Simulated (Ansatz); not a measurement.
Job for Ansatz (an electronic-structure program): R-CCSD(T)/def2-TZVPPD on BeHI (SMILES [BeH][I]), atoms moved off the minimum. Elements past Kr take the def2 small-core potentials; no spin–orbit coupling. Files ending in .json are basis or fitting sets from the Basis Set Exchange. The run froze 10 orbitals, filled d shells among them.

Ansatz 0.2 input:
```yaml
crystal:
  periodic: [false, false, false]
  atoms:
    - {symbol: Be, position_ang: [-0.01676842, 0.01345834, -2.04671759]}
    - {symbol: H, position_ang: [0.01620371, 0.02532404, -3.14977044]}
    - {symbol: I, position_ang: [-0.05979492, -0.00167536, 0.31471423]}
basis:
  gaussian:
    orbitals: def2-TZVPPD.json
magnetization: {spin_polarized: false}
correlation: {method: ccsd_t, electrons: outside_noble_gas}
scf: {lower_state_search: off}
output: {forces: true}
```

Output:

```
WARN ansatz: RAYON_NUM_THREADS=1 ignored (pool sized by the plan → 1); use --threads N
Functional definition: HF
these checks for a lower state are left out or cut short: starts, cluster_reference, orbital_swaps, neighbouring_geometries, increment
integrals: 0.10 GiB planned
790 factors; integrals over basis functions are off by at most 1.9e-3 eV
mean field: 0.18 GiB planned
mean field evaluation 1: about -8486.5113 eV, gradient 1.3e1 eV
mean field evaluation 2: about -8486.5137 eV, gradient 1.3e1 eV
mean field evaluation 4: about -8487.4071 eV, gradient 2.2e0 eV
mean field evaluation 8: about -8487.4243 eV, gradient 3.7e-5 eV
mean field -8487.42434934 eV, -311.9070918553 hartree, gradient 1.3e-6 eV, S^2 0.000000; 0 other end points of the search recorded, 0 dependent functions left out
10 core orbitals not correlated
reference -8487.42434934 eV, -311.9070918553 hartree; 5, 5 occupied and 83, 83 virtual orbitals, 790 factors
densities: 0.40 GiB planned
second order -4.91584566 eV of doubles, -0.00000000 eV of singles
coupled cluster: 0.27 GiB planned
cycle   1  -5.36979245 eV  change   -4.5e-1 eV  update   5.5e-2
cycle   2  -5.52875289 eV  change   -1.6e-1 eV  update   1.7e-2
cycle   3  -5.54975955 eV  change   -2.1e-2 eV  update   7.5e-3
cycle   4  -5.54713967 eV  change    2.6e-3 eV  update   2.4e-3
cycle   5  -5.54664467 eV  change    5.0e-4 eV  update   7.6e-4
cycle   6  -5.54655666 eV  change    8.8e-5 eV  update   2.2e-4
cycle   7  -5.54656825 eV  change   -1.2e-5 eV  update   6.8e-5
cycle   8  -5.54658434 eV  change   -1.6e-5 eV  update   2.2e-5
cycle   9  -5.54657956 eV  change    4.8e-6 eV  update   6.7e-6
perturbative correction -0.20190096 eV, -0.0074197233 hartree
the calculation of the forces begins
Total energy: -8493.17282986 eV, -312.1183446180 hartree
Atom 0 at    -0.016768     0.013458    -2.046718 Å, force    -0.181500    -0.064857     7.281296 eV/Å
Atom 1 at     0.016204     0.025324    -3.149770 Å, force     0.160422     0.057568    -5.795730 eV/Å
Atom 2 at    -0.059795    -0.001675     0.314714 Å, force     0.021078     0.007289    -1.485567 eV/Å
Dipole moment:    -0.000258    -0.000186    -0.236087 e Å
Checks for a lower state left out: starts, cluster_reference, orbital_swaps, neighbouring_geometries, increment
```

The calculation finished and met its thresholds.

Cost: about 10 core-seconds (a rough figure).
